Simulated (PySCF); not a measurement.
Computed shifts of a molecule C₃H₉AlO, PBE/pcSseg-1 in PySCF, GIAO, gas phase, atoms alike by connectivity averaged where their shifts nearly agree, in ppm (number of nuclei): ¹H: 5.36 (1), 4.80 (1), 4.72 (1), 1.59 (6). ¹³C: 73.9 (1), 33.3 (2). References: ¹H against TMS (σ = 31.49 ppm); ¹⁷O against H2O (σ = 334.3 ppm); ¹³C against TMS (σ = 182.0 ppm), references at their B3LYP-D3(BJ)/def2-TZVP geometries, non-relativistic. Geometry: PBE0-D3(BJ)/def2-SVP. One conformer was computed; it need not be the lowest.

Question: Which molecule gave these data?
(A) C[CH](C)[AlH][OH]
(B) CC(C)[O][AlH2]
(C) C[O][Al]([CH3])[CH3]
(D) CC[O][AlH][CH3]

Answer: B, CC(C)[O][AlH2]
